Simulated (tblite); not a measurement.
Species: C6H7N2S (doublet state).
Z-matrix (Å and degrees, GFN2-xTB geometry), rows numbered from 1:
```
C 
C   1  1.5054
C   2  1.4915  1  120.01
C   3  1.5126  2   60.62  1  -110.68
C   4  1.4557  2  119.99  3  -107.11
C   5  1.4156  4  126.61  2    25.91
N   6  1.2724  5  117.25  4  -179.72
S   7  1.6605  6  107.36  5    -0.32
N   5  1.3156  4  123.83  2  -154.09
H   1  1.0885  2  110.62  3   -73.68
H   1  1.1006  2  109.74  3    46.03
H   1  1.0883  2  110.82  3   165.43
H   2  1.0840  1  113.86  3   145.37
H   3  1.0789  2  119.61  4  -107.21
H   3  1.0799  2  117.65  4   106.84
H   4  1.0823  2  118.13  3   107.33
```

Computed with GFN2-xTB (tblite): harmonic, unscaled wavenumbers at the GFN2-xTB geometry, gas phase. This tight-binding method is rough: wavenumbers can miss measured ones by several per cent, in bad cases by 10 to 20. One conformer, not necessarily the lowest. Open shells enter through the occupations alone, without spin polarisation, and single modes of such species can be off by tens of per cent.

Harmonic wavenumbers (cm⁻¹): 49.2, 115.6, 145.0, 210.1, 288.7, 333.2, 389.5, 449.5, 485.6, 603.2, 642.9, 652.8, 705.0, 809.4, 827.2, 873.3, 888.3, 942.7, 978.0, 1039.3, 1052.0, 1067.4, 1082.3, 1109.4, 1162.9, 1214.2, 1291.2, 1294.5, 1380.4, 1405.2, 1450.1, 1461.3, 1471.2, 1480.5, 1527.9, 2808.4, 3021.8, 3029.5, 3037.7, 3065.5, 3090.0, 3106.2.

A = 3675, B = 930.2, C = 816.8 MHz; mass 139.033 u (most abundant isotopes); point group C1, symmetry number 1; spin multiplicity 2.

Q: Zero-point energy?

A: ½Σν̃ = 26019 cm⁻¹ = 74.39 kcal/mol.

Q: Entropy at 298.15 K, 1 bar (ideal gas, RRHO, classical rotation)?

A: Translation 40.73, rotation 29.13, vibration 21.02, spin (R ln 2) 1.38: S = 92.3 cal/(mol K).

Q: And Cp and H(298.15 K) − H(0)?

A: Cp = 32.78 cal/(mol K), of which vibrations give 24.83 (their classical limit is 42 R = 83.5); H(298.15 K) − H(0) = 5.82 kcal/mol without the zero-point energy, 3.45 from vibrations.

Q: What must be added to the electronic energy to get the Gibbs energy at 298.15 K and 1 bar?

A: ZPE + [H(298.15 K) − H(0)] − T·S = 74.39 + 5.82 − 27.51 = 52.70 kcal/mol.

Q: Blend soft modes into free rotors: weight 1/[1 + (100 cm⁻¹/ν̃)⁴] for the oscillator and the rest for a rotor with moment μB/(μ + B), μ = h/(8π²ν), B = 10⁻⁴⁴ kg m². What vibrational entropy results?

A: 19.61 cal/(mol K) in place of 21.02, which changes −T·S at 298.15 K by +0.42 kcal/mol.

Hindered rotation and anharmonicity are outside this model. Other conformers, if any are populated, would add a mixing term that is left out. The structure is chiral; the term R ln 2 for an equal mix with its mirror image is left out.
